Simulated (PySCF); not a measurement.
# GaP: mean field, correlation and small terms against distance

State: ³Σ⁻, triplet, unpaired electrons π ↑↑. ROHF-based CCSD(T) in PySCF 2.14 with Ga cc-pwCVDZ-PP with ECP10, P aug-cc-pV(D+d)Z and Ga cc-pwCVTZ-PP with ECP10, P aug-cc-pV(T+d)Z (frozen core orbitals: 9; scalar-relativistic core potentials). Correlation energies are extrapolated as n⁻³ (n = 2, 3), Hartree–Fock as (n+1)·exp(−9√n). All energies in eV from Ga + P.

```
 R (Å)  HF/CBS  CCSD corr.      (T)   total
2.1748  -0.513      -1.052  -0.1129  -1.678
2.2737  -0.775      -1.020  -0.1130  -1.908
2.3725  -0.903      -0.996  -0.1142  -2.013
2.4714  -0.937      -0.977  -0.1163  -2.030
2.5702  -0.904      -0.963  -0.1190  -1.986
2.6938  -0.800      -0.950  -0.1232  -1.873
2.8174  -0.650      -0.943  -0.1283  -1.722
```

A fit to the total gives Re = 2.4442 Å, De = 2.033 eV, ωe = 295.8 cm⁻¹, Be = 0.1320 cm⁻¹ (masses 68.9256 and 30.9738 u).

Task: At R = 2.4714 Å the CCSD correlation energy is -0.384337 hartree in the smaller basis and -0.611875 in the larger. Extrapolate it.

Result: (3³·E3 − 2³·E2)/(3³ − 2³) = -0.70768 hartree; the larger basis holds 86.5 % of it.

The T1 diagnostic is 0.020. The state was picked by a PBE0 search and need not be the measured ground state. Spin–orbit coupling, excitations beyond (T) and corrections to the Born–Oppenheimer picture are left out.
